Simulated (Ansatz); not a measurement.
Dissociation curve of Mg2, singlet.

- UCCSDT(Q) = CCSDT(Q) on UHF/aug-cc-pVDZ, frozen core (Ansatz, a first-principles code)
- UKS-PBE = unrestricted PBE/aug-cc-pVDZ (Ansatz)
- FCI = full CI/aug-cc-pVDZ, frozen core (Ansatz)

Energies relative to the lowest point of each curve near equilibrium, in kcal/mol:

```tsv
R / Å	UCCSDT(Q)	UKS-PBE
3.06	3.8	1.8
3.70	0.3	0.2
3.80	0.2	0.3
3.99	0.0	0.7
4.16	0.0	1.1
4.48	0.0	1.8
4.91	0.1	2.4
5.33	0.3	2.8
5.97	0.4	3.1
7.20	0.6	3.3
7.90	0.7	3.3
9.72	0.7	3.3
```

Question: What does FCI give at the same points?

Answer: 3.06: 3.7; 3.70: 0.3; 3.80: 0.2; 3.99: 0.0; 4.16: 0.0; 4.48: 0.0; 4.91: 0.1; 5.33: 0.3; 5.97: 0.4; 7.20: 0.6; 7.90: 0.7; 9.72: 0.7 (kcal/mol).

The unrestricted determinant behind UCCSDT(Q) is spin-contaminated at 2.74 to 3.70 Å (<S²> up to 0.6, against 0.00 for a pure singlet).
